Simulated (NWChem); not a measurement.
System meant: ScH₃O₃; SMILES [OH][Sc]([OH])[OH]

Input file for NWChem:

```
start job
memory heap 200 mb stack 900 mb global 1100 mb
geometry units angstroms noautosym nocenter noautoz
  Sc     0.000000     0.000000     0.005841
  O      0.676815     1.739358     0.001236
  H      1.397284     2.369426    -0.008715
  O      1.167920    -1.455818     0.001236
  H      1.353341    -2.394797    -0.008715
  O     -1.844735    -0.283540     0.001236
  H     -2.750625     0.025371    -0.008715
end
basis spherical
  Sc library def2-svp
  O library def2-svp
  H library def2-svp
end
dft
  xc xtpss03 ctpss03
  iterations 150
end
property
  shielding 3 1 2 3
end
task dft property
```

End of the output:

```
 Vector   27  Occ=0.000000D+00  E=-3.633046D-03
              MO Center=  9.2D-02,  2.7D-02,  6.5D-03, r^2= 1.3D+00
   Bfn.  Coefficient  Atom+Function         Bfn.  Coefficient  Atom+Function
  ----- ------------  ---------------      ----- ------------  ---------------
    16      0.794855  1 Sc d -1              21      0.351474  1 Sc d -1
    37     -0.195251  2 O  pz                40     -0.190958  2 O  pz
    56      0.180477  4 O  pz                59      0.176105  4 O  pz
    18      0.059329  1 Sc d  1              23      0.027723  1 Sc d  1

 center of mass
 --------------
 x =  -0.00000000 y =   0.00000000 z =   0.00581991

 moments of inertia (a.u.)
 ------------------
         339.307156890043          -0.000037693152           0.000000000000
          -0.000037693152         339.306895925835           0.000000000000
           0.000000000000           0.000000000000         678.607435629552

     Multipole analysis of the density
     ---------------------------------

     L   x y z        total         alpha         beta         nuclear
     -   - - -        -----         -----         ----         -------
     0   0 0 0     -0.000000    -24.000000    -24.000000     48.000000

     1   1 0 0      0.000001      0.000001      0.000001     -0.000000
     1   0 1 0      0.000003      0.000001      0.000001     -0.000000
     1   0 0 1     -0.006322     -0.122384     -0.122384      0.238446

     2   2 0 0    -22.434452   -106.120359   -106.120359    189.806266
     2   1 1 0      0.000005     -0.000005     -0.000005      0.000015
     2   1 0 1      0.000000      0.000000      0.000000      0.000000
     2   0 2 0    -22.434451   -106.120427   -106.120427    189.806403
     2   0 1 1      0.000000      0.000000      0.000000      0.000000
     2   0 0 2    -22.418431    -11.210967    -11.210967      0.003503

          -----------------------------------------
          Chemical Shielding Tensors (GIAO, in ppm)
          -----------------------------------------

 ------------------------------------------------------------------------
  xtpss03: d2 not coded                    0
 ------------------------------------------------------------------------
 ------------------------------------------------------------------------
  current input line :
    24: task dft property
 ------------------------------------------------------------------------
 ------------------------------------------------------------------------
 This error has not yet been assigned to a category
 ------------------------------------------------------------------------
 For more information see the NWChem manual at https://nwchemgit.github.io

0: xtpss03: d2 not coded:Received an Error in Communication
```

Question: What is wrong, and how is it mended?

Answer: The run crashed. Cause: this functional's second derivatives, which shieldings need, aren't coded here; the fix takes a hybrid GGA instead. This input runs:
```
start job
memory heap 200 mb stack 900 mb global 1100 mb
geometry units angstroms noautosym nocenter noautoz
  Sc     0.000000     0.000000     0.005841
  O      0.676815     1.739358     0.001236
  H      1.397284     2.369426    -0.008715
  O      1.167920    -1.455818     0.001236
  H      1.353341    -2.394797    -0.008715
  O     -1.844735    -0.283540     0.001236
  H     -2.750625     0.025371    -0.008715
end
basis spherical
  Sc library def2-svp
  O library def2-svp
  H library def2-svp
end
dft
  xc pbe0
  iterations 150
end
property
  shielding 3 1 2 3
end
task dft property
```
It converges to -987.66390 Ha (PBE0/def2-SVP, GIAO).
